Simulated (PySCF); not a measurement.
# Computed records: AlF$_{2}$, AlH$_{4}$N

Calculation on a computer-drawn molecule: vertical ionisation energy to the stated ion spin, frozen-core CCSD(T) at the basis limit and cheaper methods, single-reference cases, UHF for radicals, no spin-orbit; all values are single points at the evaluated structure, the first of each entry, which is the reference or a displaced copy of it and isn't optimised; the reference structure only sets the zero of the energies above reference; triples share is (T) over the correlation energy. Program: PySCF 2.14.0.

Common to all runs: charge 0; diffuse functions no; basis cc-pV(n+d)Z; reference is the Hartree-Fock double-zeta minimum; best is HF at quadruple zeta + MP2 correlation extrapolated from triple and quadruple zeta + CCSD(T) minus MP2 at triple zeta; basis step is the size of the change from the same recipe one zeta lower.

(1) AlF$_{2}$

Evaluated structure:
```xyz
3
AlF2
F      0.7651    -3.9092     2.4989
Al     0.5073    -3.2197     0.9596
F      1.1657    -3.7722    -0.3621
```

Reference structure:
```xyz
3
AlF2
F      0.7364    -3.9079     2.4446
Al     0.4883    -3.2542     0.9517
F      1.3436    -3.8957    -0.3031
```

```
multiplicity                                   : 2
ion multiplicity                               : 1
ionisation energy best                         : 9.352 eV
ionisation energy basis step                   : 0.003673 eV
energy above reference best                    : 3.126 kcal/mol
energy above reference basis step              : 0.06012 kcal/mol
total energy HF triple zeta                    : -441.0062 hartree
total energy CCSD(T) triple zeta               : -441.5815 hartree
total energy best                              : -441.6956 hartree
T1 diagnostic at triple zeta                   : 0.01527
D1 diagnostic at triple zeta                   : 0.03894
spin squared at triple zeta                    : 0.7514
ion T1 diagnostic at triple zeta               : 0.01789
ion D1 diagnostic at triple zeta               : 0.04882
triples share at triple zeta                   : 0.02828
basis functions triple zeta                    : 99
dipole magnitude HF at triple zeta             : 1.697 debye
dipole magnitude CCSD unrelaxed at triple zeta : 1.539 debye
dipole magnitude PBE at triple zeta            : 1.485 debye
dipole magnitude r2SCAN at triple zeta         : 1.539 debye
dipole magnitude B3LYP at triple zeta          : 1.657 debye
dipole magnitude wB97X at triple zeta          : 1.526 debye
```

Drawn bonds:
| atom | other atom | order |
| --- | --- | --- |
| 1 | 2 | 1 |
| 2 | 3 | 1 |

Triple zeta:
| method | ionisation energy (eV) | energy above reference (kcal/mol) |
| --- | --- | --- |
| HF | 9.331 | 3.06 |
| PBE | 9.362 | 2.941 |
| r2SCAN | 9.478 | 2.98 |
| B3LYP | 9.549 | 2.895 |
| wB97X | 9.276 | 2.99 |
| MP2 | 9.204 | 3.093 |
| CCSD | 9.313 | 3.014 |
| CCSD(T) | 9.282 | 3.01 |

(2) AlF$_{2}$

Evaluated structure:
```xyz
3
AlF2
F      0.7651    -3.9092     2.4989
Al     0.5159    -3.2427     1.0110
F      1.1743    -3.7952    -0.3107
```

Reference structure:
```xyz
3
AlF2
F      0.7364    -3.9079     2.4446
Al     0.4883    -3.2542     0.9517
F      1.3436    -3.8957    -0.3031
```

```
multiplicity                                   : 2
ion multiplicity                               : 1
ionisation energy best                         : 9.247 eV
ionisation energy basis step                   : 0.00317 eV
energy above reference best                    : 2.164 kcal/mol
energy above reference basis step              : 0.1458 kcal/mol
total energy HF triple zeta                    : -441.0092 hartree
total energy CCSD(T) triple zeta               : -441.5830 hartree
total energy best                              : -441.6971 hartree
T1 diagnostic at triple zeta                   : 0.01487
D1 diagnostic at triple zeta                   : 0.03728
spin squared at triple zeta                    : 0.7513
ion T1 diagnostic at triple zeta               : 0.01716
ion D1 diagnostic at triple zeta               : 0.0464
triples share at triple zeta                   : 0.02793
basis functions triple zeta                    : 99
dipole magnitude HF at triple zeta             : 1.486 debye
dipole magnitude CCSD unrelaxed at triple zeta : 1.356 debye
dipole magnitude PBE at triple zeta            : 1.324 debye
dipole magnitude r2SCAN at triple zeta         : 1.367 debye
dipole magnitude B3LYP at triple zeta          : 1.486 debye
dipole magnitude wB97X at triple zeta          : 1.343 debye
```

Drawn bonds:
| atom | other atom | order |
| --- | --- | --- |
| 1 | 2 | 1 |
| 2 | 3 | 1 |

Triple zeta:
| method | ionisation energy (eV) | energy above reference (kcal/mol) |
| --- | --- | --- |
| HF | 9.209 | 1.186 |
| PBE | 9.27 | 2.587 |
| r2SCAN | 9.379 | 2.023 |
| B3LYP | 9.448 | 2.083 |
| wB97X | 9.166 | 2.112 |
| MP2 | 9.106 | 2.245 |
| CCSD | 9.21 | 1.887 |
| CCSD(T) | 9.183 | 2.032 |

(3) AlF$_{2}$

Evaluated structure:
```xyz
3
AlF2
F      0.7651    -3.9092     2.4989
Al     0.4949    -3.1866     0.8856
F      1.1533    -3.7391    -0.4361
```

Reference structure:
```xyz
3
AlF2
F      0.7364    -3.9079     2.4446
Al     0.4883    -3.2542     0.9517
F      1.3436    -3.8957    -0.3031
```

```
multiplicity                                   : 2
ion multiplicity                               : 1
ionisation energy best                         : 9.5 eV
ionisation energy basis step                   : 0.01476 eV
energy above reference best                    : 7.151 kcal/mol
energy above reference basis step              : 0.37 kcal/mol
total energy HF triple zeta                    : -440.9979 hartree
total energy CCSD(T) triple zeta               : -441.5750 hartree
total energy best                              : -441.6892 hartree
T1 diagnostic at triple zeta                   : 0.0159
D1 diagnostic at triple zeta                   : 0.04177
spin squared at triple zeta                    : 0.7516
ion T1 diagnostic at triple zeta               : 0.01905
ion D1 diagnostic at triple zeta               : 0.05292
triples share at triple zeta                   : 0.02877
basis functions triple zeta                    : 99
dipole magnitude HF at triple zeta             : 2.047 debye
dipole magnitude CCSD unrelaxed at triple zeta : 1.844 debye
dipole magnitude PBE at triple zeta            : 1.75 debye
dipole magnitude r2SCAN at triple zeta         : 1.823 debye
dipole magnitude B3LYP at triple zeta          : 1.94 debye
dipole magnitude wB97X at triple zeta          : 1.829 debye
```

Drawn bonds:
| atom | other atom | order |
| --- | --- | --- |
| 1 | 2 | 1 |
| 2 | 3 | 1 |

Triple zeta:
| method | ionisation energy (eV) | energy above reference (kcal/mol) |
| --- | --- | --- |
| HF | 9.505 | 8.289 |
| PBE | 9.491 | 6.028 |
| r2SCAN | 9.619 | 6.899 |
| B3LYP | 9.691 | 6.615 |
| wB97X | 9.434 | 6.824 |
| MP2 | 9.344 | 6.981 |
| CCSD | 9.46 | 7.265 |
| CCSD(T) | 9.421 | 7.049 |

(4) AlF$_{2}$

Evaluated structure:
```xyz
3
AlF2
F      0.7651    -3.9092     2.4989
Al     0.4875    -3.1668     0.8414
F      1.1459    -3.7193    -0.4803
```

Reference structure:
```xyz
3
AlF2
F      0.7364    -3.9079     2.4446
Al     0.4883    -3.2542     0.9517
F      1.3436    -3.8957    -0.3031
```

```
multiplicity                                   : 2
ion multiplicity                               : 1
ionisation energy best                         : 9.586 eV
ionisation energy basis step                   : 0.02216 eV
energy above reference best                    : 10.57 kcal/mol
energy above reference basis step              : 0.5461 kcal/mol
total energy HF triple zeta                    : -440.9914 hartree
total energy CCSD(T) triple zeta               : -441.5696 hartree
total energy best                              : -441.6837 hartree
T1 diagnostic at triple zeta                   : 0.01631
D1 diagnostic at triple zeta                   : 0.04373
spin squared at triple zeta                    : 0.7518
ion T1 diagnostic at triple zeta               : 0.01979
ion D1 diagnostic at triple zeta               : 0.05575
triples share at triple zeta                   : 0.02906
basis functions triple zeta                    : 99
dipole magnitude HF at triple zeta             : 2.276 debye
dipole magnitude CCSD unrelaxed at triple zeta : 2.041 debye
dipole magnitude PBE at triple zeta            : 1.92 debye
dipole magnitude r2SCAN at triple zeta         : 2.007 debye
dipole magnitude B3LYP at triple zeta          : 2.123 debye
dipole magnitude wB97X at triple zeta          : 2.025 debye
```

Drawn bonds:
| atom | other atom | order |
| --- | --- | --- |
| 1 | 2 | 1 |
| 2 | 3 | 1 |

Triple zeta:
| method | ionisation energy (eV) | energy above reference (kcal/mol) |
| --- | --- | --- |
| HF | 9.608 | 12.38 |
| PBE | 9.566 | 8.873 |
| r2SCAN | 9.701 | 10.23 |
| B3LYP | 9.773 | 9.82 |
| wB97X | 9.527 | 10.1 |
| MP2 | 9.425 | 10.35 |
| CCSD | 9.544 | 10.83 |
| CCSD(T) | 9.501 | 10.49 |

(5) AlH$_{4}$N

Evaluated structure:
```xyz
6
AlH4N
N      0.3957     0.5301     1.2755
Al     2.0252     0.7915     1.9959
H     -0.4879     1.0125     1.5571
H      0.1884    -0.3005     0.3529
H      2.0711     1.9219     3.2019
H      3.2562    -0.0811     1.5414
```

Reference structure:
```xyz
6
AlH4N
N      0.3971     0.5293     1.3036
Al     1.9678     0.8001     2.0579
H     -0.4494     1.0140     1.5377
H      0.2117    -0.1334     0.5737
H      2.0780     1.8878     3.1967
H      3.1978    -0.0566     1.5627
```

```
multiplicity                                   : 1
ion multiplicity                               : 2
ionisation energy best                         : 9.898 eV
ionisation energy basis step                   : 0.04686 eV
energy above reference best                    : 22.32 kcal/mol
energy above reference basis step              : 0.2725 kcal/mol
ionisation energy Koopmans at triple zeta      : 10.75 eV
ionisation energy EOM CCSD at triple zeta      : 9.74 eV
total energy HF triple zeta                    : -298.7122 hartree
total energy CCSD(T) triple zeta               : -299.0624 hartree
total energy best                              : -299.1068 hartree
T1 diagnostic at triple zeta                   : 0.01348
D1 diagnostic at triple zeta                   : 0.03704
ion T1 diagnostic at triple zeta               : 0.01108
ion D1 diagnostic at triple zeta               : 0.02337
ion spin squared at triple zeta                : 0.7655
triples share at triple zeta                   : 0.03396
basis functions triple zeta                    : 125
dipole magnitude HF at triple zeta             : 1.134 debye
dipole magnitude CCSD unrelaxed at triple zeta : 1.284 debye
dipole magnitude PBE at triple zeta            : 1.421 debye
dipole magnitude r2SCAN at triple zeta         : 1.381 debye
dipole magnitude B3LYP at triple zeta          : 1.313 debye
dipole magnitude wB97X at triple zeta          : 1.277 debye
```

Drawn bonds:
| atom | other atom | order |
| --- | --- | --- |
| 1 | 2 | 1 |
| 1 | 3 | 1 |
| 1 | 4 | 1 |
| 2 | 5 | 1 |
| 2 | 6 | 1 |

Triple zeta:
| method | ionisation energy (eV) | energy above reference (kcal/mol) |
| --- | --- | --- |
| HF | 8.158 | 27.81 |
| PBE | 9.598 | 19.47 |
| r2SCAN | 9.631 | 22.19 |
| B3LYP | 9.766 | 22.15 |
| wB97X | 9.737 | 23.55 |
| MP2 | 9.859 | 23.07 |
| CCSD | 9.586 | 23.03 |
| CCSD(T) | 9.705 | 22.18 |

(6) AlH$_{4}$N

Evaluated structure:
```xyz
6
AlH4N
N      0.2811     0.5013     1.3713
Al     1.9950     0.7117     2.0058
H     -0.4354     1.0611     1.5267
H      0.1200    -0.4918     0.2841
H      2.1584     1.9816     3.2247
H      3.1649    -0.0650     1.5227
```

Reference structure:
```xyz
6
AlH4N
N      0.3971     0.5293     1.3036
Al     1.9678     0.8001     2.0579
H     -0.4494     1.0140     1.5377
H      0.2117    -0.1334     0.5737
H      2.0780     1.8878     3.1967
H      3.1978    -0.0566     1.5627
```

```
multiplicity                                   : 1
ion multiplicity                               : 2
ionisation energy best                         : 9.811 eV
ionisation energy basis step                   : 0.03101 eV
energy above reference best                    : 62.45 kcal/mol
energy above reference basis step              : 0.4308 kcal/mol
ionisation energy Koopmans at triple zeta      : 10.81 eV
ionisation energy EOM CCSD at triple zeta      : 9.645 eV
total energy HF triple zeta                    : -298.6421 hartree
total energy CCSD(T) triple zeta               : -298.9982 hartree
total energy best                              : -299.0428 hartree
T1 diagnostic at triple zeta                   : 0.01617
D1 diagnostic at triple zeta                   : 0.04199
ion T1 diagnostic at triple zeta               : 0.02781
ion D1 diagnostic at triple zeta               : 0.09058
ion spin squared at triple zeta                : 0.8368
triples share at triple zeta                   : 0.03586
basis functions triple zeta                    : 125
dipole magnitude HF at triple zeta             : 1.308 debye
dipole magnitude CCSD unrelaxed at triple zeta : 1.402 debye
dipole magnitude PBE at triple zeta            : 1.493 debye
dipole magnitude r2SCAN at triple zeta         : 1.481 debye
dipole magnitude B3LYP at triple zeta          : 1.413 debye
dipole magnitude wB97X at triple zeta          : 1.449 debye
```

Drawn bonds:
| atom | other atom | order |
| --- | --- | --- |
| 1 | 2 | 1 |
| 1 | 3 | 1 |
| 1 | 4 | 1 |
| 2 | 5 | 1 |
| 2 | 6 | 1 |

Triple zeta:
| method | ionisation energy (eV) | energy above reference (kcal/mol) |
| --- | --- | --- |
| HF | 7.999 | 71.74 |
| PBE | 9.499 | 59.3 |
| r2SCAN | 9.517 | 62.97 |
| B3LYP | 9.668 | 62.61 |
| wB97X | 9.61 | 65.76 |
| MP2 | 9.844 | 65.02 |
| CCSD | 9.482 | 63.86 |
| CCSD(T) | 9.609 | 62.47 |

(7) AlH$_{4}$N

Evaluated structure:
```xyz
6
AlH4N
N      0.3742     0.5376     1.3111
Al     1.9765     0.7842     2.0949
H     -0.4324     1.0299     1.5501
H      0.2014    -0.1404     0.5707
H      2.1057     1.8660     3.2279
H      3.1111     0.0021     1.5886
```

Reference structure:
```xyz
6
AlH4N
N      0.3971     0.5293     1.3036
Al     1.9678     0.8001     2.0579
H     -0.4494     1.0140     1.5377
H      0.2117    -0.1334     0.5737
H      2.0780     1.8878     3.1967
H      3.1978    -0.0566     1.5627
```

```
multiplicity                           : 1
ion multiplicity                       : 2
D1 diagnostic at triple zeta           : —
dipole magnitude PBE at triple zeta    : —
dipole magnitude r2SCAN at triple zeta : —
```

Drawn bonds:
| atom | other atom | order |
| --- | --- | --- |
| 1 | 2 | 1 |
| 1 | 3 | 1 |
| 1 | 4 | 1 |
| 2 | 5 | 1 |
| 2 | 6 | 1 |

(8) AlH$_{4}$N

Evaluated structure:
```xyz
6
AlH4N
N      0.3933     0.5789     1.3408
Al     2.0258     0.7988     2.0599
H     -0.4473     0.9530     1.5505
H      0.1290    -0.1552     0.5749
H      1.9503     1.9519     3.1368
H      3.2332    -0.0220     1.5131
```

Reference structure:
```xyz
6
AlH4N
N      0.3971     0.5293     1.3036
Al     1.9678     0.8001     2.0579
H     -0.4494     1.0140     1.5377
H      0.2117    -0.1334     0.5737
H      2.0780     1.8878     3.1967
H      3.1978    -0.0566     1.5627
```

```
multiplicity                                   : 1
ion multiplicity                               : 2
dipole magnitude HF at triple zeta             : —
dipole magnitude CCSD unrelaxed at triple zeta : —
triples share at triple zeta                   : —
```

Drawn bonds:
| atom | other atom | order |
| --- | --- | --- |
| 1 | 2 | 1 |
| 1 | 3 | 1 |
| 1 | 4 | 1 |
| 2 | 5 | 1 |
| 2 | 6 | 1 |

Questions
1. AlH$_{4}$N (entry 7): D1 diagnostic at triple zeta?
2. AlH$_{4}$N (entry 7): dipole magnitude PBE at triple zeta?
3. AlH$_{4}$N (entry 7): dipole magnitude r2SCAN at triple zeta?
4. Estimate the dipole magnitude HF at triple zeta of AlH$_{4}$N (entry 8).
5. Estimate the dipole magnitude CCSD unrelaxed at triple zeta of AlH$_{4}$N (entry 8).
6. What triples share at triple zeta does the calculation give for AlH$_{4}$N (entry 8)?

Calculated values
1. 0.03193
2. 1.251 debye
3. 1.196 debye
4. 0.8734 debye
5. 0.9936 debye
6. 0.03156

Further results for AlH$_{4}$N (entry 7):

```
ionisation energy best                         : 10.07 eV
ionisation energy basis step                   : 0.05149 eV
energy above reference best                    : 3.213 kcal/mol
energy above reference basis step              : 0.1643 kcal/mol
ionisation energy Koopmans at triple zeta      : 10.73 eV
ionisation energy EOM CCSD at triple zeta      : 9.924 eV
total energy HF triple zeta                    : -298.7512 hartree
total energy CCSD(T) triple zeta               : -299.0925 hartree
total energy best                              : -299.1372 hartree
T1 diagnostic at triple zeta                   : 0.01144
ion T1 diagnostic at triple zeta               : 0.00814
ion D1 diagnostic at triple zeta               : 0.01598
ion spin squared at triple zeta                : 0.7582
triples share at triple zeta                   : 0.03091
basis functions triple zeta                    : 125
dipole magnitude HF at triple zeta             : 0.9215 debye
dipole magnitude CCSD unrelaxed at triple zeta : 1.072 debye
dipole magnitude B3LYP at triple zeta          : 1.134 debye
dipole magnitude wB97X at triple zeta          : 1.067 debye
```

Triple zeta:
| method | ionisation energy (eV) | energy above reference (kcal/mol) |
| --- | --- | --- |
| HF | 8.347 | 3.311 |
| PBE | 9.786 | 3.546 |
| r2SCAN | 9.819 | 3.371 |
| B3LYP | 9.988 | 3.101 |
| wB97X | 9.936 | 3.274 |
| MP2 | 10.01 | 3.059 |
| CCSD | 9.773 | 3.248 |
| CCSD(T) | 9.885 | 3.244 |

Further results for AlH$_{4}$N (entry 8):

```
ionisation energy best                    : 9.982 eV
ionisation energy basis step              : 0.05137 eV
energy above reference best               : 7.8 kcal/mol
energy above reference basis step         : 0.1471 kcal/mol
ionisation energy Koopmans at triple zeta : 10.68 eV
ionisation energy EOM CCSD at triple zeta : 9.832 eV
total energy HF triple zeta               : -298.7420 hartree
total energy CCSD(T) triple zeta          : -299.0852 hartree
total energy best                         : -299.1299 hartree
T1 diagnostic at triple zeta              : 0.01199
D1 diagnostic at triple zeta              : 0.03324
ion T1 diagnostic at triple zeta          : 0.008586
ion D1 diagnostic at triple zeta          : 0.01733
ion spin squared at triple zeta           : 0.7589
basis functions triple zeta               : 125
dipole magnitude PBE at triple zeta       : 1.164 debye
dipole magnitude r2SCAN at triple zeta    : 1.112 debye
dipole magnitude B3LYP at triple zeta     : 1.051 debye
dipole magnitude wB97X at triple zeta     : 1.003 debye
```

Triple zeta:
| method | ionisation energy (eV) | energy above reference (kcal/mol) |
| --- | --- | --- |
| HF | 8.256 | 9.092 |
| PBE | 9.739 | 7.345 |
| r2SCAN | 9.752 | 7.81 |
| B3LYP | 9.894 | 7.815 |
| wB97X | 9.844 | 8.214 |
| MP2 | 9.924 | 7.967 |
| CCSD | 9.681 | 8.018 |
| CCSD(T) | 9.795 | 7.837 |
